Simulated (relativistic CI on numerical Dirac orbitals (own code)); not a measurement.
# Zeeman pattern of Cs 8521.13 Å at 1.5 T

Problem. The line 6s 2S_1/2 – 6p 2P°_3/2 of Cs lies at 8521.13 Å (air; NIST Handbook). Calculate its Zeeman pattern at B = 1.5 T, seen across the field, in LS coupling, and compare it with the Doppler width at an assumed gas temperature of 3000 K.

Working.
1. Landé factors g = 3/2 + [S(S + 1) − L(L + 1)]/[2J(J + 1)]: lower 2.0000, upper 1.3333.
2. The unit is μB B/hc = 0.46686 × 1.5 = 0.7003 cm⁻¹, or 508.6 mÅ at this wavelength. A component is shifted by g_u m_u − g_l m_l units. Seen across the field, the strengths for lower J and m are (J + 1)² − m² (π) and ¼(J + m + 1)(J + m + 2) (σ).
3. π components (Δm = 0), symmetric about zero, as shift (strength, strongest of all = 100): ±0.333 (100).
4. σ components with Δm = +1, mirrored for −1: 1.000 (75), 1.667 (25).
5. The centre of the σ group lies at ḡ = 1.167 units, 593.4 mÅ from the line centre.
6. The Doppler width is 7.16 × 10⁻⁷ λ √(T/M) = 29.0 mÅ (FWHM, M = 133), so the sum of Gaussians shows separate peaks away from the centre.

Check. A relativistic CI calculation gives g = 2.0023 and 1.3341 for the two levels. The nearest fine-structure partner lies 554 cm⁻¹ away, 791 Zeeman units, so the weak-field formulas hold; hyperfine structure, which matters at weak fields for isotopes with nuclear spin, is neglected.
